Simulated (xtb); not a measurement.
C3H5FOSi, SMILES C#C[Si@H](F)CO. All values are semi-empirical tight-binding results from xtb (GFN2-xTB unless named), good for trends rather than for accurate numbers. Geometry: GFN2-xTB. The structure was generated by enumeration; whether it is a known compound was not checked. Other conformers were not sampled.

Computed properties:
The orbital gap is 4.40 eV and the dipole moment is 1.93 D. The zero-point energy is 44.1 kcal/mol and the G − E(el) at 298.15 K (modified RRHO) comes out as 23.4 kcal/mol. The static polarisability (D4 model) comes out as 68.1 bohr³ and the solvation energy, GFN2-xTB/ALPB(water) is -4.3 kcal/mol. The solvation energy, GFN2-xTB/ALPB(acetone) comes out as -7.0 kcal/mol.
